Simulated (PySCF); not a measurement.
Start geometry of `[H][Sn]([CH3])([CH3])[N]=C=O` (SnHMe2(NCO)) from GFN2-xTB (Å):
```
atom  x, y, z in Å
Sn1    0.1356    0.0406    0.7031
H2    -0.0344   -0.0710    2.3629
C3     2.0137   -0.1134   -0.1502
H4     2.8184    0.6999    0.2119
H5     2.0100   -0.0946   -1.2396
H6     2.4826   -1.0443    0.1722
C7    -1.0998    1.7347   -0.1046
H8    -2.1121    1.6504    0.2008
H9    -1.0973    1.7223   -1.1316
H10   -0.7565    2.6903    0.2627
N11   -0.9153   -1.5538    0.1687
C12   -1.3957   -2.4281   -0.4235
O13   -2.0185   -3.2850   -1.0106
```

Question: What comes out of this run: PySCF, PBE0-D3(BJ)/def2-SVP geometry optimisation, gas phase, def2 core potentials past Kr?

Answer: 
```
atom  x, y, z in Å
Sn1    0.066    0.105    0.701
H2     0.070    0.046    2.413
C3     2.017   -0.129   -0.147
H4     2.675    0.687    0.184
H5     1.948   -0.113   -1.244
H6     2.444   -1.089    0.173
C7    -1.046    1.752   -0.091
H8    -2.088    1.691    0.250
H9    -1.024    1.716   -1.189
H10   -0.611    2.704    0.247
N11   -0.976   -1.554    0.142
C12   -1.471   -2.478   -0.436
O13   -1.972   -3.390   -0.981
```

The energy falls by 65.5 kJ/mol over 9 energy and gradient evaluations, the largest force component goes from 0.0939 to 2.5e-04 Eh/bohr, and the atoms move by 0.094 Å rms after alignment. The bond that changes most is Sn1–C7 (ends: tin bonded to 2 C, N and H; carbon bonded to Sn and 3 H), which shortens by 0.108 Å. Bonds longer at the end by more than 0.005 Å: 9 of 12; shorter: 3. Among the angles that change most is H4–C3–H6, from 101.6° to 109.1°. Rotational constants go from 3514, 1139, 978.6 to 3608, 1100, 953.1 MHz. The orientation of the end geometry is arbitrary; only internal coordinates are fixed.

The run used 131 basis functions and 61 SCF cycles in all.

No frequency check.
